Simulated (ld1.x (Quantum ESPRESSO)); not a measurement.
Varying the ultrasoft potential for boron

Base potential:

| Quantity | Value |
| --- | --- |
| Element | boron |
| Generator | ld1.x (Quantum ESPRESSO) 7.5 |
| Type | ultrasoft |
| Functional | PBE |
| Relativity | scalar-relativistic |
| Frozen core | [He] |
| Valence charge | 3 |
| Reference configuration | 2s2 2p1 |
| Partial waves | 2s (bound): rcut 0.95, rcutus 1.25 bohr; 2s channel at 0.1 Ry: rcut 0.95, rcutus 1.25 bohr; 2p (bound): rcut 2.10, rcutus 2.45 bohr; 2p channel at 0.25 Ry: rcut 2.10, rcutus 2.45 bohr |
| Local potential | all-electron potential smoothed inside 1.85 bohr (lloc = -1) |
| Core correction | none |
| Augmentation charge | PSQ, radius 0.85 bohr |

Cutoffs, loose and tight: the cutoffs (Ry, on a coarse ladder) from which the occupation-weighted sum of valence levels, in a spherical-Bessel basis at the reference potential, stays within 10 and 1 mRy of its value at 400 Ry. They do not see the model core or the augmentation charge, which bear on the density cutoff. Test errors are all-electron minus pseudo excitation energies from the reference, over the configurations 2s2 2p0; 2s1 2p0; 2s2 2p0.5; 2s1 2p2; 2s0 2p3; 2s1 2p1; 2s2 2p1.3. A dash means not determined; rows that change the core or the reference have their own tests.

A true bound ghost makes a file unfit for plane-wave use even where its test errors are small: the radial tests pick states by their node count and pass the ghost by.

Cutoffs are not given where the Bessel-basis levels miss the radial ones by over 6 mRy, ghosts where they miss by over 20 mRy; a channel whose overlap is not positive is not tested.

A file whose overlap is not positive is unfit for use, and its test errors describe a broken file.

```csv
change,outcome,"cutoff, loose","cutoff, tight",bound ghosts,largest test error (meV)
base,generated,25 Ry,30 Ry,s,+249
"waves 2s (bound): rcut 0.95, rcutus 1.92 bohr; 2s channel at 0.1 Ry: rcut 0.95, rcutus 1.92 bohr",generated,10 Ry,12 Ry,none,+232
non-relativistic,generated,25 Ry,30 Ry,s,+250
"waves 2p (bound): rcut 2.10, rcutus 2.58 bohr; 2p channel at 0.25 Ry: rcut 2.10, rcutus 2.58 bohr",generated,25 Ry,30 Ry,s,+246
"augmentation PSQ, radius 0.75 bohr",generated,25 Ry,30 Ry,s,+300
"type PAW; local potential all-electron potential smoothed inside 2.40 bohr (lloc = -2); core correction a·sin(br)/r model core, default radius (ld1.x builds one for every PAW set, though the input has nlcc=.false.); augmentation BESSEL, radius 0.90 bohr","generated, overlap not positive",–,–,not determined (overlap not positive),test run stopped at test 1 of 7 (negative rho)
core correction a·sin(br)/r model core inside 1.54 bohr,generated,25 Ry,30 Ry,s,+247
"all radii scaled by about 1.32 (s 1.66, p 3.24 bohr, rcut 1.26/2.78); local potential all-electron potential smoothed inside 2.44 bohr (lloc = -1); augmentation PSQ, radius 1.12 bohr",generated,6 Ry,8 Ry,none,+83
functional PW91,generated,21 Ry,25 Ry,s,+264
"wave 2p channel at 0.25 Ry: rcut 2.10, rcutus 2.45 bohr becomes 2p channel at 1.1 Ry: rcut 2.10, rcutus 2.45 bohr",generated,25 Ry,30 Ry,s,+249
local potential all-electron potential smoothed inside 1.15 bohr (lloc = -1),generated,18 Ry,25 Ry,none,+249
local potential all-electron potential smoothed inside 2.42 bohr (lloc = -1),generated,18 Ry,25 Ry,none,+250
```

What comes out with this change to the base: all radii scaled by about 0.89 (s 1.10, p 2.18 bohr, rcut 0.84/1.86); local potential all-electron potential smoothed inside 1.64 bohr (lloc = -1); augmentation PSQ, radius 0.76 bohr?

outcome: generated; cutoff, loose: 30 Ry; cutoff, tight: 35 Ry; bound ghosts: s; largest test error (meV): +303.
